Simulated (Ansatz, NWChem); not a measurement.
**How methods differ on PbO (SMILES [O][Pb])**

PbO has 2 atoms, charge 0, and is taken as a singlet. As SMILES, `[O][Pb]`. The bond length is the measured one.

| atom | x (Å) | y (Å) | z (Å) |
| --- | --- | --- | --- |
| O | 0.0000 | 0.0000 | 0.0000 |
| Pb | 0.0000 | 0.0000 | 1.9218 |

Each level gives the vertical energy of the triplet above the singlet (eV). The values are calculated.

```tsv
level	kind	program	value (eV)
revPBE/def2-TZVP (core potential)	GGA	Ansatz	2.87
B3LYP/def2-TZVP (core potential)	global hybrid	Ansatz	?
BHLYP/def2-TZVP (core potential)	global hybrid	Ansatz	?
M06-2X/def2-TZVP (core potential)	hybrid meta-GGA	NWChem	2.43
r2SCAN0/def2-TZVP (core potential)	hybrid meta-GGA	Ansatz	2.03
wB97M-V/def2-TZVP (core potential)	range-separated hybrid	Ansatz	2.38
B2PLYP/def2-TZVP (core potential)	double hybrid	Ansatz	2.94
MP2/def2-TZVP (core potential)	perturbation theory	Ansatz	3.38
```

Estimate the missing values from the other rows.

As computed at these levels: B3LYP/def2-TZVP (core potential): 2.54 eV; BHLYP/def2-TZVP (core potential): 1.85 eV. Spin-orbit coupling, which can split open shells on such heavy atoms by tenths of an eV, is left out. The values span 1.85 to 3.38 eV.
